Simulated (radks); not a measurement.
Ce II, configuration [Xe] 4f0.5 5d1 6s1 6p0.5 (fractional occupations, a model configuration). All-electron calculation, Dirac Kohn-Sham, PBE, spin-unpolarised, spherical densities, finite nucleus; open shells are shared between the two j in proportion to 2j + 1; Fermi nuclear charge, rms radius 4.8771 fm. Program: a radial shooting solver on a logarithmic mesh with Libxc functionals.

Unscreened Slater integrals over Kohn-Sham orbitals (eV). Large and small components are both included.

| integral | value |
|---|---|
| F0(6p3/2,6p3/2) | 5.1086 |
| F2(6p3/2,6p3/2) | 2.8104 |
| F0(6p3/2,6p1/2) | 5.2041 |
| G2(6p3/2,6p1/2) | 2.8466 |
| F0(6p3/2,6s1/2) | 5.6081 |
| G1(6p3/2,6s1/2) | 3.4687 |
| F0(6p3/2,5d5/2) | 6.1343 |
| F2(6p3/2,5d5/2) | 2.2152 |
| G1(6p3/2,5d5/2) | 1.1896 |
| G3(6p3/2,5d5/2) | 0.93335 |
| F0(6p1/2,6p1/2) | 5.3077 |
| F0(6p1/2,6s1/2) | 5.7502 |
| G1(6p1/2,6s1/2) | 3.7416 |
| F0(6p1/2,5d5/2) | 6.3358 |
| G3(6p1/2,5d5/2) | 1.0709 |
| F0(6s1/2,6s1/2) | 6.3848 |
| F0(6s1/2,5d5/2) | 7.3371 |
| G2(6s1/2,5d5/2) | 2.0914 |
| F0(5d5/2,5d5/2) | 9.6157 |
| F2(5d5/2,5d5/2) | 4.9740 |
| F4(5d5/2,5d5/2) | 3.2793 |
